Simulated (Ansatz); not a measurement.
CoMe2 (C₂H₆Co), 9 atoms. Hardware: 4 threads of Arm Neoverse V2 on a shared host.

Correlated methods freeze 7 core orbitals; core or outer-core shells of Co are correlated, in sets that lack core-valence functions.

Problem. How many basis functions does each of these Ansatz runs have, and roughly what does it cost? LC-ωPBE (ω = 0.10 bohr⁻¹)/def2-TZVP, charge 0 quartet, energy, from earlier orbitals; PBE-D4/def2-TZVP, charge 1 quintet at the geometry of the charge 0 quartet, energy, from earlier orbitals; r2SCAN-D4/def2-TZVP, charge 1 quintet at the geometry of the charge 0 quartet, energy, from earlier orbitals; BHLYP-D4/def2-TZVP, charge 0 quartet, energy, from earlier orbitals; PBE0-D4/def2-TZVP, charge 1 quintet, energy, from earlier orbitals; PBE0-D4/def2-TZVP, charge 1 quintet, relaxation, 14 steps; CCSD(T)/def2-TZVP, charge 0 quartet, energy, from earlier orbitals; r2SCAN-D4/def2-TZVP, charge 0 quartet, energy, from earlier orbitals; LC-ωPBE (ω = 0.20 bohr⁻¹)/def2-TZVP, charge 0 doublet, energy, from earlier orbitals; LC-ωPBE (ω = 0.30 bohr⁻¹)/def2-TZVP, charge 1 quintet at the geometry of the charge 0 quartet, energy, from earlier orbitals; PBE0-D4/def2-TZVP, charge 0 doublet, relaxation, 9 steps; PBE-D4/def2-TZVP, charge 1 quintet, energy, from earlier orbitals.

Solution. Other jobs shared the machine, so times can vary by a factor of up to 3. A dash marks memory too small to be measured apart from the calling script's.

```csv
run,functions,fitting or Cholesky vectors,wall time,peak host memory (GiB)
"PBE-D4/def2-TZVP, charge 1 quintet, energy, from earlier orbitals",143,1078,4.2 s,–
"PBE0-D4/def2-TZVP, charge 1 quintet, energy, from earlier orbitals",143,1159,6 s,0.56
"LC-ωPBE (ω = 0.20 bohr⁻¹)/def2-TZVP, charge 0 doublet, energy, from earlier orbitals",143,1078,7.5 s,–
"LC-ωPBE (ω = 0.10 bohr⁻¹)/def2-TZVP, charge 0 quartet, energy, from earlier orbitals",143,1078,8 s,–
"LC-ωPBE (ω = 0.30 bohr⁻¹)/def2-TZVP, charge 1 quintet at the geometry of the charge 0 quartet, energy, from earlier orbitals",143,1078,8.5 s,–
"BHLYP-D4/def2-TZVP, charge 0 quartet, energy, from earlier orbitals",143,1292,9 s,0.59
"PBE-D4/def2-TZVP, charge 1 quintet at the geometry of the charge 0 quartet, energy, from earlier orbitals",143,1078,10 s,–
"r2SCAN-D4/def2-TZVP, charge 0 quartet, energy, from earlier orbitals",143,1078,13 s,–
"r2SCAN-D4/def2-TZVP, charge 1 quintet at the geometry of the charge 0 quartet, energy, from earlier orbitals",143,1078,26 s,–
"PBE0-D4/def2-TZVP, charge 0 doublet, relaxation, 9 steps",143,1159,43 s,–
"PBE0-D4/def2-TZVP, charge 1 quintet, relaxation, 14 steps",143,1159,57 s,–
"CCSD(T)/def2-TZVP, charge 0 quartet, energy, from earlier orbitals",143,1132,1.8 min,2.6
```
